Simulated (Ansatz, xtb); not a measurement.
**Relative energy of two isomers of C2H12OSi3**

We compare a, `CO[SiH](C)[SiH2][SiH3]`, a singlet, with b, `CO[SiH2][SiH2][SiH2]C`, a singlet. Both are isolated molecules in the gas phase, relaxed with B3LYP/def2-SVP; each stands in its lowest conformer found.

a (Å):

```xyz
18

C     0.1070    1.0717    1.6281
C    -0.3319   -1.3507   -1.8030
O    -0.1543    0.1002    0.6437
Si   -0.0360    0.3260   -1.0144
Si   -1.6514    1.9121   -1.7245
Si   -3.7423    1.4729   -0.7240
H     1.1378    1.4689    1.5578
H    -0.0128    0.6106    2.6214
H    -0.5921    1.9281    1.5662
H     1.3379    0.8247   -1.3556
H    -1.3448   -1.7224   -1.5824
H     0.3942   -2.0841   -1.4164
H    -0.2151   -1.2924   -2.8973
H    -1.7990    1.8523   -3.2139
H    -1.2404    3.3089   -1.3742
H    -3.6554    1.6730    0.7539
H    -4.1512    0.0591   -0.9816
H    -4.8060    2.3752   -1.2592
```

b (Å):

```json
{"atom": "C", "x (Å)": "1.4612", "y (Å)": "-1.3105", "z (Å)": "-1.9465"}
{"atom": "C", "x (Å)": "0.6062", "y (Å)": "0.6910", "z (Å)": "2.1316"}
{"atom": "O", "x (Å)": "0.5607", "y (Å)": "-0.4608", "z (Å)": "-1.2688"}
{"atom": "Si", "x (Å)": "-0.9319", "y (Å)": "0.0132", "z (Å)": "-1.8827"}
{"atom": "Si", "x (Å)": "-1.8673", "y (Å)": "1.4098", "z (Å)": "-0.2344"}
{"atom": "Si", "x (Å)": "-1.2674", "y (Å)": "0.5866", "z (Å)": "1.8958"}
{"atom": "H", "x (Å)": "1.7865", "y (Å)": "-0.8808", "z (Å)": "-2.9131"}
{"atom": "H", "x (Å)": "2.3544", "y (Å)": "-1.4519", "z (Å)": "-1.3178"}
{"atom": "H", "x (Å)": "1.0200", "y (Å)": "-2.3059", "z (Å)": "-2.1448"}
{"atom": "H", "x (Å)": "-0.7475", "y (Å)": "0.6913", "z (Å)": "-3.2069"}
{"atom": "H", "x (Å)": "-1.7915", "y (Å)": "-1.1915", "z (Å)": "-2.1254"}
{"atom": "H", "x (Å)": "-1.3580", "y (Å)": "2.8061", "z (Å)": "-0.4137"}
{"atom": "H", "x (Å)": "-3.3526", "y (Å)": "1.4410", "z (Å)": "-0.4162"}
{"atom": "H", "x (Å)": "-1.7287", "y (Å)": "-0.8334", "z (Å)": "1.9889"}
{"atom": "H", "x (Å)": "-1.9841", "y (Å)": "1.3596", "z (Å)": "2.9579"}
{"atom": "H", "x (Å)": "0.9162", "y (Å)": "0.2063", "z (Å)": "3.0713"}
{"atom": "H", "x (Å)": "1.1089", "y (Å)": "0.1931", "z (Å)": "1.2880"}
{"atom": "H", "x (Å)": "0.9383", "y (Å)": "1.7411", "z (Å)": "2.1602"}
```

Problem. Estimate E(b) − E(a) at the level CCSD(T)/def2-SVP + ΔMP2/def2-TZVPP.

Solution. CCSD(T)/def2-SVP + ΔMP2/def2-TZVPP gives E(b) − E(a) = +1.48 kcal/mol, favouring structure a, but this leans on the basis-set step: CCSD(T) alone gives +0.98 kcal/mol.

How the difference moves with the method:

| level | geometry | E(b) − E(a) (kcal/mol) | departure from the last row (kcal/mol) | job, with rough time for the two |
| --- | --- | --- | --- | --- |
| GFN2-xTB | GFN2-xTB | −2.53 | −4.01 | optimisation, 0.42 s |
| HF/STO-3G | GFN2-xTB | +2.94 | +1.47 | single point, 0.6 s |
| r2SCAN-D4/def2-SVP | GFN2-xTB | +3.49 | +2.02 | single point, 9 s |
| B3LYP/def2-SVP | B3LYP/def2-SVP | +0.96 | −0.51 | optimisation, 3.6 min |
| HF/def2-SVP | B3LYP/def2-SVP | +0.83 | −0.65 | part of the CCSD(T) run |
| MP2/def2-SVP | B3LYP/def2-SVP | +0.84 | −0.64 | part of the CCSD(T) run |
| CCSD(T)/def2-SVP | B3LYP/def2-SVP | +0.98 | −0.50 | single point |
| CCSD(T)/def2-SVP + ΔMP2/def2-TZVPP | B3LYP/def2-SVP | +1.48 |  | single point, 2.5 min |

As drawn, both hold the same kinds of bond in the same numbers.

GFN2-xTB puts the two in the other order. The largest departure from CCSD(T)/def2-SVP + ΔMP2/def2-TZVPP is that of GFN2-xTB, 4.01 kcal/mol. The last row adds to CCSD(T) the change of the MP2 difference between the two basis sets, here +0.50 kcal/mol.

With thermal terms from frequencies at re-optimised GFN2-xTB minima (ideal gas, soft modes damped towards free rotors, one conformer each, 298.15 K, 1 atm): the zero-point term adds +0.27 kcal/mol; ΔH is +1.49 and ΔG +2.07 kcal/mol.

The correlated steps freeze 18 core orbitals. Run with Ansatz 0.2.0, xtb 6.7.1; the last row on 2 threads of Arm Neoverse V2 on a shared host.
